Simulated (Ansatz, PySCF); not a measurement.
Caution: the highest occupied level lies above zero, so the state may not be bound. This singlet lies 1.09 eV below the relaxed triplet at the level B3LYP/aug-cc-pVTZ // PBE0-D3(BJ)/def2-TZVPD (Ansatz, a first-principles code).

# C2H4AlO, SMILES `[Al-]([OH])[CH]=C` (lower singlet; C–C–Al–O torsion 180°, C–Al–O–H torsion 0°) (charge -1, multiplicity 1)

The numbers are results of PBE-D3(BJ)/def2-TZVPD // PBE0-D3(BJ)/def2-TZVPD (PySCF), not measurements.

```json
{
  "HOMO": "0.93 eV",
  "total_energy": "-396.0557 Ha",
  "cost": "about 60 core-seconds (a rough figure)"
}
```

```xyz
8

C     -1.5543    -0.2783     0.2167
C     -0.2997     0.0094    -0.1455
Al     1.3133    -0.2023     1.1313
O      2.6173     0.3349     0.0341
H     -1.7702    -0.6434     1.2238
H     -2.4271    -0.1770    -0.4348
H     -0.1950     0.3699    -1.1829
H      2.3156     0.5868    -0.8426
```
Charge -1, spin multiplicity 1.
